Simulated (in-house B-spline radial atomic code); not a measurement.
The numbers below are computed, except where a source is named.
**Two electrons in Ge: a parabolic dot with ħω = 14.3 meV in all three directions with a doubly ionised double donor at its centre**

For Ge the NSM archive of the Ioffe Institute lists m_l = 1.6 m0, m_t = 0.08 m0 and ε = 16.2; the model takes one isotropic valley with the conductivity mass 3/(1/m_l + 2/m_t) = 0.117 m0, and so misses anisotropy and the other valleys. All triplets below are those of one valley; with several valleys two electrons can form a triplet in the 1s orbital itself, at an energy set by the valley splitting. Real donors also feel a central-cell potential, which shifts the ground state; some double donors stay shallow and helium-like, others are deep centres that this model can't describe.

Effective-mass model with parabolic bands, a uniform dielectric constant, no image charges, no central-cell or spin-orbit terms. Two-electron levels come from full CI in B-splines with partial waves to l = 5 (up to 0.001 effective hartree above the limit).

(1) What are the effective units, and what is the potential in them?

In these units the lowest s and p orbitals lie at -1.5889 and 1.1492, and their Coulomb and exchange integrals are J_ss = 1.4706, J_sp = 0.9273 and K_sp = 0.1292. Full CI gives -1.8209 for the ground singlet, 0.3330 for the sp triplet, 0.5390 for the sp singlet and 0.9812 for the lowest triplet of two s orbitals.

(2) What does it cost to add the second electron, to first order and exactly?

(3) How far above the singlet do the triplets lie?

## Answers

(1) Ha* = 27211.386 meV × 0.117/16.2² = 12.13 meV and a* = 0.0529177 nm × 16.2/0.117 = 7.327 nm. The frequency is ω = 1.18 Ha*, with −2/r added.

(2) To first order E = 2ε_s + J_ss = -1.7072, so the charging energy E(2) − 2E(1) is J_ss = 17.84 meV. CI gives -1.8209 − 2 × (-1.5889) = 1.3569, or 16.46 meV: relaxation and correlation lower it by 1.379 meV, 7.7 % of J_ss. The s² configuration of one-electron orbitals holds 97.7 % of the state, and the mean radius is 5.08 nm.

(3) To first order the sp triplet lies at ε_s + ε_p + J_sp − K_sp = 0.3584, which is 25.06 meV above 2ε_s + J_ss. CI gives 0.3330 − (-1.8209) = 2.1540, or 26.13 meV, 79 % of the orbital spacing of 33.22 meV. The ss triplet lies 33.99 meV up, so the lower of the two is the sp one, and its gap equals k_BT at 303 K. The sp singlet-triplet splitting is 2.498 meV, against 2K_sp = 3.135 meV.
